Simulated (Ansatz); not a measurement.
Geometry optimisation, RKS PBE-D4/def2-SVP in Ansatz.

input.yaml

```yaml
crystal:
  periodic: [false, false, false]
  atoms:
    - { symbol: O, position_ang: [-1.4783, 0.2312, 1.1404] }
    - { symbol: C, position_ang: [-0.1719, 0.2522, 0.7865] }
    - { symbol: C, position_ang: [0.2343, -1.1271, 0.318] }
    - { symbol: B, position_ang: [0.7065, -0.8318, -1.2232] }
    - { symbol: Si, position_ang: [0.1216, 0.9994, -0.8736] }
    - { symbol: H, position_ang: [-1.7048, 1.1977, 1.4918] }
    - { symbol: H, position_ang: [-1.69128, -0.73321, 1.20855] }
    - { symbol: H, position_ang: [-0.5115, -1.8615, 0.4015] }
    - { symbol: H, position_ang: [1.1715, -1.4553, 0.9268] }
    - { symbol: H, position_ang: [1.0334, -1.4653, -2.1158] }
    - { symbol: H, position_ang: [-1.1229, 1.3993, -1.5346] }
    - { symbol: H, position_ang: [1.2855, 1.9341, -0.8743] }
basis:
  gaussian: { orbitals: def2-SVP }
hamiltonian:
  xc: pbe
  dispersion: d4
relax:
  f_tol: 0.02
  max_steps: 50
```

Run as:

```bash
$ ansatz run input.yaml --threads 2 --pin off --max-ram 3072MiB --backend cpu --events-out ev --progress --plain --runs-dir out
```

Question: Where does it end, and by what steps?

Answer: The run ended unconverged. After 49 steps the energy has fallen by 4.672 eV; H6 moved furthest, 1.90 Å. Parted: O1–C2. Joined: C2–B4.

| step | energy less start (eV) | largest force component (eV/Å) | accepted |
| --- | --- | --- | --- |
| 0 | 0.0000 | 4.833 | yes |
| 2 | -2.1111 | 1.136 | yes |
| 4 | -3.0207 | 3.128 | yes |
| 6 | -3.8803 | 1.516 | yes |
| 8 | -4.2687 | 1.269 | yes |
| 10 | -4.4313 | 1.320 | yes |
| 12 | -4.5088 | 0.871 | no |
| 14 | -4.5639 | 0.129 | yes |
| 16 | -4.5715 | 0.839 | no |
| 18 | -4.5878 | 0.227 | yes |
| 20 | -4.5964 | 0.653 | yes |
| 22 | -4.6270 | 0.247 | yes |
| 24 | -4.6383 | 0.118 | yes |
| 26 | -4.6445 | 0.236 | yes |
| 28 | -4.6510 | 0.162 | yes |
| 30 | -4.6557 | 0.162 | no |
| 32 | -4.6622 | 0.218 | yes |
| 34 | -4.6650 | 0.063 | yes |
| 36 | -4.6615 | 0.245 | no |
| 38 | -4.6688 | 0.078 | yes |
| 40 | -4.6695 | 0.031 | yes |
| 42 | -4.6706 | 0.061 | yes |
| 44 | -4.6709 | 0.159 | yes |
| 46 | -4.6715 | 0.132 | yes |
| 48 | -4.6723 | 0.024 | yes |
| 49 | -4.6715 | 0.510 | no |

```xyz
12
Properties=species:S:1:pos:R:3
O -2.458 -0.609 1.114
C 0.344 0.327 0.222
C 0.694 -0.990 0.669
B 0.089 -0.681 -0.872
Si 0.552 1.334 -1.201
H -2.253 -0.527 2.063
H -1.823 0.021 0.711
H -0.064 -1.533 1.264
H 1.742 -1.326 0.803
H -0.163 -1.476 -1.735
H -0.635 2.141 -1.618
H 1.847 1.859 -1.767
```

The run took 120 s on 2 threads of Arm Neoverse V1, on a shared host, peak memory 0.15 GiB.
